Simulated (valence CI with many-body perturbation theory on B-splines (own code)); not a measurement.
**Rh XLI: calculated level list**

Calculated by valence CI with perturbative core correlation (CI+MBPT): three valence electrons over a frozen Dirac-Fock core [He], radial functions for each j: 11 s, 11 p, 10 d, 8 f, 5 g, 2 h, with the one-electron correlation potential Σ1, the two-electron term Σ2, the three-electron term Σ3, Breit, model QED; selected CI, second order for the rest, scaled by the run's own slope (own B-spline code, finite nucleus).

The last digits are not significant, and no measured levels were compared; by estimate large intervals hold to a few tenths of a per cent, small ones and those within an open d or f shell to about a per cent.

Levels 46 to 90 of 199, with energies above the lowest level, (2s^2 2p1/2) J=1/2. "Leading %" is the weight of the configuration and term that name the level; weights of strongly mixed levels are sums over their largest components and can fall short. In the jj column 3d3/2^4 stands for four electrons in 3d with j = 3/2.

| No. | Configuration | Term | J | E (Ry) | Leading % | g | Second component | Leading jj |
| --- | --- | --- | --- | --- | --- | --- | --- | --- |
| 46 | 2s 2p 3s | 2P° | 3/2 | 276.26 | 86 | 1.367 | 12 % 2s 2p 3s 4P° | 2s 2p3/2 3s (95 %) |
| 47 | 2s 2p 3p | 4D | 7/2 | 278.17 | 100 | 1.419 |  | 2s 2p3/2 3p3/2 (100 %) |
| 48 | 2s 2p 3p | 2P | 3/2 | 278.43 | 52 | 1.491 | 32 % 2s 2p 3p 4S | 2s 2p3/2 3p3/2 (95 %) |
| 49 | 2p2 3p | 2P° | 3/2 | 278.63 | 26 | 1.334 | 25 % 2p2 3p 4D° | 2p1/2^2 3p3/2 (94 %) |
| 50 | 2s 2p 3p | 2D | 5/2 | 279.28 | 48 | 1.380 | 45 % 2s 2p 3p 4P | 2s 2p3/2 3p3/2 (96 %) |
| 51 | 2s 2p 3p | 2P | 1/2 | 279.29 | 61 | 1.108 | 17 % 2s 2p 3p 4P | 2s 2p3/2 3p1/2 (61 %) |
| 52 | 2s 2p 3p | 2D | 3/2 | 279.46 | 65 | 0.974 | 18 % 2s 2p 3p 2P | 2s 2p3/2 3p1/2 (93 %) |
| 53 | 2s 2p 3p | 2S | 1/2 | 279.48 | 65 | 1.550 | 27 % 2s 2p 3p 2P | 2s 2p3/2 3p3/2 (58 %) |
| 54 | 2p2 3d | 4F | 3/2 | 280.56 | 37 | 0.784 | 23 % 2p2 3d 2D | 2p1/2^2 3d3/2 (95 %) |
| 55 | 2s 2p 3d | 4D° | 5/2 | 281.18 | 48 | 1.251 | 20 % 2s 2p 3d 4F° | 2s 2p3/2 3d3/2 (97 %) |
| 56 | 2s 2p 3d | 4F° | 7/2 | 281.34 | 45 | 1.302 | 44 % 2s 2p 3d 4D° | 2s 2p3/2 3d3/2 (70 %) |
| 57 | 2s 2p 3d | 4P° | 3/2 | 281.36 | 46 | 1.386 | 40 % 2s 2p 3d 4D° | 2s 2p3/2 3d3/2 (97 %) |
| 58 | 2s 2p 3d | 4F° | 9/2 | 281.42 | 100 | 1.325 |  | 2s 2p3/2 3d5/2 (100 %) |
| 59 | 2s 2p 3d | 4P° | 1/2 | 281.46 | 85 | 2.301 | 12 % 2s 2p 3d 4D° | 2s 2p3/2 3d3/2 (96 %) |
| 60 | 2p2 3d | 2D | 5/2 | 282.05 | 28 | 1.202 | 21 % 2p2 3d 4D | 2p1/2^2 3d5/2 (93 %) |
| 61 | 2s 2p 3p | 2D | 5/2 | 282.21 | 63 | 1.268 | 12 % 2p2 3s 2D | 2s 2p3/2 3p3/2 (78 %) |
| 62 | 2p2 3s | 4P | 3/2 | 282.29 | 62 | 1.536 | 12 % 2s 2p 3p 2P | 2p1/2 2p3/2 3s (75 %) |
| 63 | 2s 2p 3d | 2D° | 5/2 | 282.49 | 45 | 1.300 | 31 % 2s 2p 3d 4P° | 2s 2p3/2 3d5/2 (99 %) |
| 64 | 2s 2p 3d | 2D° | 3/2 | 282.83 | 42 | 1.143 | 28 % 2s 2p 3d 2P° | 2s 2p3/2 3d5/2 (90 %) |
| 65 | 2s 2p 3p | 2P | 3/2 | 282.97 | 34 | 1.295 | 27 % 2p2 3s 4P | 2s 2p3/2 3p3/2 (52 %) |
| 66 | 2p2 3s | 2P | 1/2 | 283.09 | 45 | 1.440 | 23 % 2p2 3s 4P | 2p1/2 2p3/2 3s (68 %) |
| 67 | 2s 2p 3d | 2F° | 7/2 | 283.25 | 79 | 1.195 | 21 % 2s 2p 3d 4D° | 2s 2p3/2 3d5/2 (70 %) |
| 68 | 2s 2p 3p | 2S | 1/2 | 283.53 | 49 | 1.575 | 19 % 2s 2p 3p 2P | 2s 2p3/2 3p3/2 (72 %) |
| 69 | 2p2 3s | 2D | 5/2 | 283.84 | 43 | 1.330 | 35 % 2p2 3s 4P | 2p1/2 2p3/2 3s (77 %) |
| 70 | 2s 2p 3d | 2P° | 1/2 | 283.86 | 80 | 0.693 | 12 % 2s 2p 3d 4D° | 2s 2p3/2 3d5/2 (96 %) |
| 71 | 2p2 3s | 2D | 3/2 | 284.20 | 45 | 1.055 | 29 % 2p2 3s 2P | 2p1/2 2p3/2 3s (73 %) |
| 72 | 2p2 3p | 4P° | 1/2 | 284.94 | 43 | 1.687 | 28 % 2p2 3p 4D° | 2p1/2 2p3/2 3p1/2 (96 %) |
| 73 | 2s 2p 3d | 2F° | 5/2 | 285.18 | 52 | 0.960 | 14 % 2p2 3p 2F° | 2s 2p3/2 3d3/2 (73 %) |
| 74 | 2p2 3p | 4D° | 3/2 | 285.19 | 42 | 1.107 | 13 % 2s 2p 3d 2D° | 2p1/2 2p3/2 3p1/2 (78 %) |
| 75 | 2s 2p 3d | 2D° | 3/2 | 285.64 | 57 | 0.937 | 15 % 2s 2p 3d 2P° | 2s 2p3/2 3d3/2 (70 %) |
| 76 | 2s 2p 3d | 2F° | 7/2 | 285.92 | 81 | 1.169 | 9 % 2s 2p 3d 4D° | 2s 2p3/2 3d5/2 (95 %) |
| 77 | 2s 2p 3d | 2P° | 1/2 | 285.92 | 87 | 0.631 | 10 % 2s 2p 3d 4D° | 2s 2p3/2 3d3/2 (94 %) |
| 78 | 2p2 3p | 2F° | 5/2 | 286.22 | 29 | 1.081 | 15 % 2s 2p 3d 2F° | 2p1/2 2p3/2 3p1/2 (72 %) |
| 79 | 2s 2p 3d | 2D° | 5/2 | 286.62 | 64 | 1.131 | 26 % 2s 2p 3d 2F° | 2s 2p3/2 3d5/2 (92 %) |
| 80 | 2s 2p 3d | 2P° | 3/2 | 286.83 | 83 | 1.300 | 6 % 2s 2p 3d 4D° | 2s 2p3/2 3d5/2 (93 %) |
| 81 | 2p2 3p | 2P° | 3/2 | 287.51 | 38 | 1.367 | 26 % 2p2 3p 2D° | 2p1/2 2p3/2 3p1/2 (96 %) |
| 82 | 2p2 3p | 4D° | 5/2 | 288.51 | 53 | 1.419 | 34 % 2p2 3p 4P° | 2p1/2 2p3/2 3p3/2 (99 %) |
| 83 | 2p2 3p | 4P° | 1/2 | 288.77 | 37 | 1.690 | 31 % 2p2 3p 2P° | 2p1/2 2p3/2 3p3/2 (98 %) |
| 84 | 2p2 3p | 2D° | 3/2 | 289.11 | 50 | 1.195 | 29 % 2p2 3p 4P° | 2p1/2 2p3/2 3p3/2 (97 %) |
| 85 | 2p2 3p | 2F° | 7/2 | 289.52 | 56 | 1.251 | 41 % 2p2 3p 4D° | 2p1/2 2p3/2 3p3/2 (96 %) |
| 86 | 2p2 3p | 2P° | 3/2 | 290.08 | 43 | 1.384 | 26 % 2p2 3p 4S° | 2p1/2 2p3/2 3p3/2 (98 %) |
| 87 | 2p2 3p | 2D° | 5/2 | 290.60 | 54 | 1.183 | 22 % 2p2 3p 2F° | 2p1/2 2p3/2 3p3/2 (96 %) |
| 88 | 2p2 3d | 4F | 3/2 | 290.94 | 42 | 0.934 | 31 % 2p2 3d 2P | 2p1/2 2p3/2 3d3/2 (98 %) |
| 89 | 2p2 3d | 4F | 5/2 | 291.03 | 54 | 0.971 | 40 % 2p2 3d 2F | 2p1/2 2p3/2 3d3/2 (97 %) |
| 90 | 2p2 3d | 4D | 1/2 | 291.15 | 80 | 0.218 | 14 % 2p2 3d 2P | 2p1/2 2p3/2 3d3/2 (100 %) |
